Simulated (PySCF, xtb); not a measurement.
In(NH2)3 (H6InN3), SMILES [NH2][In]([NH2])[NH2]. Other conformers were not sampled.

Harmonic wavenumbers (cm⁻¹) from GFN2-xTB in xtb 6.7.1 at its own minimum, in rising order: 101, 105, 110, 133, 178, 183, 387, 456, 461, 575, 590, 611, 619, 677, 682, 1468, 1471, 1480, 3342, 3351, 3353, 3369, 3377, 3380.

Problem. What does PBE-D3(BJ)/def2-SVP (PySCF) give at its own minimum? (An estimate is asked for; the answer gives what the named calculation found.)

Solution. 95, 107, 131, 135, 197, 207, 449, 451, 462, 583, 585, 590, 719, 801, 801, 1478, 1484, 1492, 3414, 3414, 3416, 3514, 3514, 3514. Paired by order, the mean absolute difference is 49 cm⁻¹ and the zero-point energies are 43.5 and 45.1 kcal/mol.
